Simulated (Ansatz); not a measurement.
Gas-phase electronic energies from Ansatz, PBE0-D4/def2-TZVP geometries. CBS: MP2 limit from def2 TZ/QZ plus the TZ coupled-cluster correction, frozen cores. DFT in def2-TZVPP. Elements past krypton have def2 core potentials. For Br, Ga, In outer-core shells are correlated without core-valence functions, which leaves a few kJ/mol of doubt a bond. Scalar relativity is left out up to krypton. One conformer a species, not always the lowest.

`[OH][GaH][Br]` + `[NH2][InH2]` → `[OH][GaH][NH][InH2]` + HBr  (ligand exchange at a Ga–Br bond)

`[OH][GaH][Br]`:

Cartesian coordinates in Å:
```
O 0.392 -0.833 1.036
Ga 0.242 0.443 -0.187
Br -1.598 0.292 -1.542
H -0.323 -1.473 1.012
H 1.287 1.571 -0.318
```

`[NH2][InH2]`:

```xyz
6

N    -0.753    0.553    0.491
In    0.679   -0.499   -0.442
H    -1.738    0.450    0.315
H    -0.578    1.254    1.191
H     2.279   -0.128    0.040
H     0.111   -1.629   -1.596
```

`[OH][GaH][NH][InH2]`:

Z-matrix (Å, degrees):
```
Ga
N 1 1.818
O 1 1.793 2 114.0
H 1 1.557 2 124.4 3 -180.0
In 2 2.029 1 129.8 3 179.9
H 2 1.012 1 114.1 3 -0.0
H 3 0.959 1 113.9 2 -180.0
H 5 1.714 2 115.8 1 -179.9
H 5 1.713 2 114.3 1 0.1
```

HBr:

```xyz
2

Br   -0.687   -0.163    0.073
H     0.687    0.163   -0.073
```

**Question.** Is it downhill or uphill in electronic energy at CCSD(T)/CBS, and by how much? (Estimate.)

**Answer.** Computed: Uphill: ΔE = +75.3 kJ/mol.

**Question.** What do these levels give: LDA (SPW92), revPBE-D4, B97M-V, BHLYP-D4, ωB97M-V, B2PLYP, r2SCAN, PBE0, r2SCANh, RPA@PBE/def2-TZVPP, MP2/def2-SVP, MP2/CBS(def2)? (An estimate is asked.)

**Answer.** Ansatz gave: LDA (SPW92) 80.7, revPBE-D4 83.4, B97M-V 85.4, BHLYP-D4 89.3, ωB97M-V 86.9, B2PLYP 82.9, r2SCAN 87.9, PBE0 91.1, r2SCANh 89.2, RPA@PBE/def2-TZVPP 68.1, MP2/def2-SVP 68.2, MP2/CBS(def2) 74.5 kJ/mol.

**Question.** What do rigid-rotor, harmonic-oscillator terms from PBE0-D4/def2-TZVP frequencies (298.15 K, 1 bar) make of the CCSD(T)/CBS value? (Estimate.)

**Answer.** The calculation gave: ΔZPE = -10.4 kJ/mol, ΔH = +66.8 kJ/mol, ΔS = -16 J/(mol·K), ΔG = +71.7 kJ/mol.

Largest T1 diagnostic among the species: 0.016.

At CCSD(T), def2-SVP lies −7.8 kJ/mol from the extrapolated value and def2-TZVPP −1.0 kJ/mol. In def2-TZVPP, CCSD(T) changes the Hartree–Fock value by −27.0 kJ/mol (the triples alone add −3.1 kJ/mol) and MP2 by −27.8 kJ/mol. From PBE to PBE0 (25 % exact exchange), in def2-TZVPP and without D4, ΔE moves by +3.4 kJ/mol.
